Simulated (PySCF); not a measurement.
Where the electron goes

C₃H₉ClOSi₂.
SMILES with atom numbers: `[CH2:1]=[CH:2][SiH2:3][C@H:4]([Cl:5])[SiH2:6][OH:7]` (hydrogens: H8, H9 on C1; H10 on C2; H11, H12 on Si3; H13 on C4; H14, H15 on Si6; H16 on O7)

Method: TDDFT B3LYP/def2-SVPD, vertical, gas phase, core orbitals frozen in the response in PySCF 2.14.0, density-fitted response routines. The structure is a single GFN2-xTB conformer in the gas phase; no vibrational or solvent corrections. Torsions of this conformer, `[CH2:1]=[CH:2][SiH2:3][C@H:4]([Cl:5])[SiH2:6][OH:7]`: C1–C2–Si3–C4 8°, C2–Si3–C4–Cl5 -171°, Si3–C4–Si6–O7 177°, H–O7–Si6–C4 -49°.

Frontier orbitals with the atoms that hold most of them (Löwdin shares over 4%, at most four atoms; ? is withheld):

```tsv
orbital	ε (eV)	atoms
LUMO+2	-0.04	Si6 18%, Cl5 17%, O7 13%, C4 9%
LUMO+1	-0.59	Cl5 29%, C4 15%, Si6 10%, C2 8%
LUMO	-0.90	?
HOMO	-7.74	?
HOMO-1	-7.98	C2 36%, C1 36%, Si3 7%
HOMO-2	-8.24	Cl5 57%, C4 16%, H13 5%, Si3 5%
HOMO-3	-8.82	O7 38%, Si6 20%, H14 16%, Cl5 9%
```

(1) Which atoms hold the LUMO, and with what shares?

(2) Which atoms hold the HOMO, and with what shares?

(3) How does S1 compare with the orbital gap of 6.84 eV?

Answers

(1) C1 (bonded to C and 2 H) 33%; C2 (bonded to C, Si and H) 28%; Si3 (bonded to 2 C and 2 H) 10%; H8 (bonded to C) 5%. By element: carbon 60% or more, silicon 10% or more, hydrogen 5% or more.

(2) Cl5 (bonded to C) 41%; C4 (bonded to Cl, 2 Si and H) 24%; Si6 (bonded to C, O and 2 H) 9%; Si3 (bonded to 2 C and 2 H) 8%. By element: chlorine 41%, carbon 24% or more, silicon 17%.

(3) S1 is at 5.93 eV (f = 0.0048), 0.92 eV below the gap, made of HOMO→LUMO (66%), HOMO→LUMO+1 (30%). 

Next come S2 at 6.13 eV (f 0.0033), HOMO→LUMO+1 (64%), HOMO→LUMO (27%); S3 at 6.42 eV (f 0.017), HOMO-2→LUMO (49%), HOMO-2→LUMO+1 (24%), HOMO-1→LUMO+1 (12%); S4 at 6.53 eV (f 0.010), HOMO-1→LUMO+1 (58%), HOMO-1→LUMO (19%), HOMO-2→LUMO (14%); S5 at 6.63 eV (f 0.0087), HOMO-2→LUMO+1 (59%), HOMO-2→LUMO (20%), HOMO-4→LUMO (12%).
